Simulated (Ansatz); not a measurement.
`[F][GeH2][Cl]` + NH₃ → `[NH2][GeH2][Cl]` + H–F at 700 K and 1 bar (ligand exchange at a Ge–F bond).

Gas-phase electronic energies from Ansatz, PBE0-D4/def2-TZVP geometries. CCSD(T)/CBS adds triple-zeta CCSD(T) − MP2 to the extrapolated MP2 energy (def2 sets, frozen cores). This one scheme is used for every species. For Ge outer-core shells are correlated without core-valence functions, which leaves a few kJ/mol of doubt a bond. Scalar relativity is left out up to krypton. One conformer a species, not always the lowest.

```json
{"species": "`[F][GeH2][Cl]`", "CCSD(T)/CBS energy (Eh)": "-2636.95386", "H − E (kJ/mol)": "96.6", "S (J/(mol·K))": "360.2"}
{"species": "NH₃", "CCSD(T)/CBS energy (Eh)": "-56.50880", "H − E (kJ/mol)": "116.9", "S (J/(mol·K))": "226.5"}
{"species": "`[NH2][GeH2][Cl]`", "CCSD(T)/CBS energy (Eh)": "-2593.05183", "H − E (kJ/mol)": "169.8", "S (J/(mol·K))": "389.6"}
{"species": "H–F", "CCSD(T)/CBS energy (Eh)": "-100.39570", "H − E (kJ/mol)": "45.2", "S (J/(mol·K))": "198.5"}
```

H − E and S are ideal-gas, rigid-rotor, harmonic terms from PBE0-D4/def2-TZVP, for one conformer and one mirror image of each species. 1 Eh = 2625.50 kJ/mol, R = 8.31446 J/(mol·K).

By hand: ΔE, ΔH, ΔS and ΔG.

ΔE = (-2593.05183) + (-100.39570) − (-2636.95386) − (-56.50880) = 0.01513 Eh = 39.7 kJ/mol. Δ(H − E) = 169.8 + 45.2 − 96.6 − 116.9 = 1.5, so ΔH = 41.2 kJ/mol. ΔS = 389.6 + 198.5 − 360.2 − 226.5 = 1.4 J/(mol·K). ΔG = 41.2 − 700 × (1.4)/1000 = 40.2 kJ/mol.

By hand: the equilibrium constant, and the temperature at which ΔG would vanish if ΔH and ΔS stayed fixed.

log₁₀ K = −ΔG/(RT ln 10) = -3.0. ΔG = 0 at ΔH/ΔS = 29429 K, far beyond where these terms or the molecules hold.

The number of gas molecules stays the same, so ΔS is small and ΔH decides. A doubt of 5 kJ/mol in ΔE shifts log₁₀ K by 0.4 here. Other conformers and mirror images would add mixing entropy, several J/(mol·K) or more a flexible species. These are equilibria of isolated gas molecules and say nothing of rates. Largest T1 diagnostic: 0.011 (customary marks: 0.02 for closed shells, 0.045 for open ones).
